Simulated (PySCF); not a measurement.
**Ionisation energy of Ir by level of theory**

Ir [Xe] 4f14 5d7 6s2 (4F) → Ir⁺ [Xe] 4f14 5d7 6s1 (5F), as a difference of total energies. All numbers are calculated (PySCF 2.14, a scalar-relativistic core potential, in def2-TZVP with the def2 core potential (60 electrons) (6s4p3d1f, 40 functions)). Correlated levels: valence: 5s2 5p6 frozen. The calculations carry no spin-orbit coupling.

```tsv
method	ionisation energy (eV)
UHF	7.025
B3LYP	8.993
M06-2X	8.732
MP2 (valence)	8.328
SCS-MP2 (valence)	8.454
```

How much does correlation contribute at MP2 (valence)?

8.328 − (7.025) = 1.303 eV, measured against UHF.

Errors of the correlated levels include the incompleteness of this basis and the frozen core.

MP2 underrates the near-degeneracy of ns² with np² in the lower species.

For comparison: 8.926 eV (measured; NIST levels, between the centres of gravity of the two terms).
